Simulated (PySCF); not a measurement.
Compound: C6H3F3O3.
Atom-mapped SMILES: `[CH3:1][C:2]([F:3])([F:4])[C:5]1=[C:6]([F:7])[C:8](=[O:9])[O:10][C:11]1=[O:12]` (hydrogens: H13, H14, H15 on C1)

The same species was optimised twice, with GFN2-xTB and with PBE0-D3(BJ)/def2-SVP (PySCF), and the same property calculations (PySCF, gas phase) were run on both structures.

```csv
coordinate,GFN2-xTB,PBE0-D3(BJ)/def2-SVP,change
C6–F7 (Å),1.309,1.294,-0.015
C1–C2 (Å),1.517,1.504,-0.013
C6–C8 (Å),1.509,1.498,-0.011
C5–C11 (Å),1.494,1.485,-0.009
O10–C11 (Å),1.376,1.383,+0.007
C2–F3 (Å),1.365,1.357,-0.008
C2–F4 (Å),1.360,1.356,-0.004
C2–C5 (Å),1.507,1.505,-0.002
C11=O12 (Å),1.186,1.188,+0.002
C8=O9 (Å),1.184,1.185,+0.001
C5=C6 (Å),1.338,1.339,+0.001
C8–O10 (Å),1.365,1.366,+0.001
F3–C2–F4 (°),104.9,106.9,+2.0
C2–C5–C11 (°),122.1,123.7,+1.6
F4–C2–C5 (°),109.5,107.9,-1.6
C8–O10–C11 (°),111.0,109.6,-1.4
C1–C2–C5 (°),113.3,114.5,+1.2
O10–C11–O12 (°),123.1,122.0,-1.1
F7–C6–C8 (°),120.7,119.6,-1.1
C5–C11–O10 (°),107.6,108.6,+1.0
C1–C2–C5–C6 (°),-127,-132,-5
```

Rotational constants: A = 1464, B = 800.0, C = 575.5 MHz (GFN2-xTB) against A = 1473, B = 806.2, C = 578.7 MHz (PBE0-D3(BJ)/def2-SVP). Point groups within 0.08 Å: C1 and C1.

On the GFN2-xTB structure: HOMO (eV) -9.36 [PBE0/pcSseg-1]; LUMO (eV) -3.59 [PBE0/pcSseg-1]; dipole (D) 2.49 [PBE0/pcSseg-1]; GIAO shielding of C1 (ppm) 160.2 [PBE0/pcSseg-1]; GIAO shielding of C2 (ppm) 63.1 [PBE0/pcSseg-1]; GIAO shielding of F3/F4 (mean) (ppm) 283.1 [PBE0/pcSseg-1]; GIAO shielding of C5 (ppm) 60.8 [PBE0/pcSseg-1]; GIAO shielding of C6 (ppm) 20.9 [PBE0/pcSseg-1]; GIAO shielding of F7 (ppm) 283.4 [PBE0/pcSseg-1]; GIAO shielding of C8 (ppm) 24.1 [PBE0/pcSseg-1]; GIAO shielding of O9 (ppm) -156.3 [PBE0/pcSseg-1].

Task: What do these properties become on the PBE0-D3(BJ)/def2-SVP structure?

Result: 
```json
{"property": "HOMO (eV)", "level": "PBE0/pcSseg-1", "on GFN2-xTB": "-9.36", "on PBE0-D3(BJ)/def2-SVP": "-9.31", "change": "+0.05"}
{"property": "LUMO (eV)", "level": "PBE0/pcSseg-1", "on GFN2-xTB": "-3.59", "on PBE0-D3(BJ)/def2-SVP": "-3.57", "change": "+0.02"}
{"property": "dipole (D)", "level": "PBE0/pcSseg-1", "on GFN2-xTB": "2.49", "on PBE0-D3(BJ)/def2-SVP": "2.60", "change": "+0.11"}
{"property": "energy, GFN2-xTB geometry as zero (kcal/mol)", "level": "PBE0/pcSseg-1", "on GFN2-xTB": "0.0", "on PBE0-D3(BJ)/def2-SVP": "-0.7", "change": "-0.7"}
{"property": "GIAO shielding of C1 (ppm)", "level": "PBE0/pcSseg-1", "on GFN2-xTB": "160.2", "on PBE0-D3(BJ)/def2-SVP": "159.9", "change": "-0.3"}
{"property": "GIAO shielding of C2 (ppm)", "level": "PBE0/pcSseg-1", "on GFN2-xTB": "63.1", "on PBE0-D3(BJ)/def2-SVP": "65.3", "change": "+2.2"}
{"property": "GIAO shielding of F3/F4 (mean) (ppm)", "level": "PBE0/pcSseg-1", "on GFN2-xTB": "283.1", "on PBE0-D3(BJ)/def2-SVP": "284.4", "change": "+1.3"}
{"property": "GIAO shielding of C5 (ppm)", "level": "PBE0/pcSseg-1", "on GFN2-xTB": "60.8", "on PBE0-D3(BJ)/def2-SVP": "62.7", "change": "+1.9"}
{"property": "GIAO shielding of C6 (ppm)", "level": "PBE0/pcSseg-1", "on GFN2-xTB": "20.9", "on PBE0-D3(BJ)/def2-SVP": "21.9", "change": "+1.0"}
{"property": "GIAO shielding of F7 (ppm)", "level": "PBE0/pcSseg-1", "on GFN2-xTB": "283.4", "on PBE0-D3(BJ)/def2-SVP": "281.9", "change": "-1.5"}
{"property": "GIAO shielding of C8 (ppm)", "level": "PBE0/pcSseg-1", "on GFN2-xTB": "24.1", "on PBE0-D3(BJ)/def2-SVP": "22.8", "change": "-1.3"}
{"property": "GIAO shielding of O9 (ppm)", "level": "PBE0/pcSseg-1", "on GFN2-xTB": "-156.3", "on PBE0-D3(BJ)/def2-SVP": "-159.6", "change": "-3.3"}
```

The heavy atoms differ by 0.050 Å rms after alignment. Among bonds between heavy atoms C6–F7 changes most (-0.015 Å). Changes are differences of the printed values. Neither structure is proved a minimum here.

Conformer computed: `[CH3:1][C:2]([F:3])([F:4])[C:5]1=[C:6]([F:7])[C:8](=[O:9])[O:10][C:11]1=[O:12]`: C1–C2–C5–C6 -132°.
